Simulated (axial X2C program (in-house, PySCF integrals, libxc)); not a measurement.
## Nuclear properties of AsP

Computed with an in-house all-electron X2C program for linear molecules (integrals from PySCF): two-component X2C with atomic mean-field Coulomb and Gaunt terms, Gaussian nuclei, basis As dyall-cv3z, P dyall-v3z with contracted cores.

R = 1.989 Å (near the PBE0 minimum at charge 0 of the determinant lowest at the starting distance; the state shown can have its own minimum elsewhere).

Determinant lowest in the PBE0 search, Ω = 0 (closed shell), highest spinor 49% P p, 45% As p, 2% As d:

```csv
level,qzz As (a.u.),qzz P (a.u.),μ (D)
PBE0,-3.67,-1.46,-0.56
HF,-4.24,-1.72,-0.56
LDA,-3.45,-1.41,-0.47
BP86,-3.45,-1.39,-0.52
BHandHLYP,-3.86,-1.58,-0.53
```

qzz is the electric field gradient, eQq0 = 234.96 MHz × Q/barn × qzz; μ is positive if the P end (last atom) is positive. The operators were transformed with the bare-nucleus X2C matrices; with these basis sets, hyperfine constants and field gradients can be off by tens of per cent, and where levels differ in sign neither size nor sign is settled.

Problem. With Q(75As) = 0.311 barn (Q from Pyykkö, Mol. Phys. 2018), turn the PBE0 values of the first state into constants in MHz.

Solution. eQq0(75As) = 234.96 × (0.311) × (-3.67) = -268 MHz.

Each state is one determinant with collinear spin. The search compared states at one distance, so a state with another bond length can lie lower.
